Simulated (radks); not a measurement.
Species: the holmium ion Ho4+. Configuration: [Kr] 4d10 4f11 5s2 5p4 (not the ground configuration).

Method: scalar-relativistic Kohn-Sham, Wu-Cohen GGA, spin-unpolarised, spherical densities, finite nucleus; Fermi nuclear charge, rms radius 5.2022 fm; computed with a radial shooting solver on a logarithmic mesh with Libxc functionals.

Energy parts (hartree):
| part | energy |
|---|---|
| total | -12609.5504 |
| kinetic | 13634.3235 |
| electron-nucleus | -30800.3344 |
| Hartree | 4824.3863 |
| exchange-correlation | -267.9258 |

Orbitals (lengths in bohr, moments of r in powers of bohr; <r^-3> diverges for s and p1/2):
orbital  occ.  eigenvalue (hartree)   <1/r>      <r>  <r^-3>      <r^2>
1s          2             -2040.595   76.02  0.02074       -  0.0005884
2s          2             -342.6833   17.68  0.08811       -   0.009171
2p          6             -303.8579   16.38  0.07806   13550   0.007440
3s          2             -77.76073   6.515   0.2299       -    0.06040
3p          6             -65.89078   6.098   0.2289    2901    0.06071
3d         10             -50.80702   5.783   0.2078   386.8    0.05071
4s          2             -16.64052   2.747   0.5192       -     0.3044
4p          6             -12.73642   2.516   0.5506   651.1     0.3450
4d         10              -7.45779   2.218   0.5973   72.63     0.4143
4f         11              -1.71603   1.639   0.7991   10.10     0.8267
5s          2              -3.43835   1.062    1.247       -      1.743
5p          4              -2.48822  0.9072    1.435   91.85      2.318
5d          0              -1.34638  0.6531    1.946   6.208      4.315
6s          0              -1.19215  0.4625    2.792       -      8.659

The highest occupied level is 4f at -46.696 eV. Summed over all electrons, <r^2> = 29.73 bohr^2, which gives a Langevin (diamagnetic) susceptibility term of -23.5 x 10^-6 cm^3/mol.
